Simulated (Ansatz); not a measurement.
```yaml
atoms:
  - { symbol: C, position_ang: [-0.0382, 0.0227, -0.3086] }
  - { symbol: H, position_ang: [-0.0661, 0.0059, 1.1013] }
```

Basis set: cc-pVDZ (spherical functions). Left uncorrelated: 1 orbital. Charge 0, multiplicity 2.

Computed with Ansatz (development build ahead of 0.2.0); each method stands on the lowest determinant of its kind that the runs found.

Give the atomization energy at this shape (free ground-state atoms in the same class of orbitals less the molecule, no zero-point energy) of doublet CH by UHF-MP2, UHF.

```csv
method,atomization energy
UHF-MP2,2.32 eV
UHF,1.60 eV
```

Caution: the unrestricted determinant is spin contaminated. Caution for UHF-MP2: bonds are stretched, where a single reference can fail.
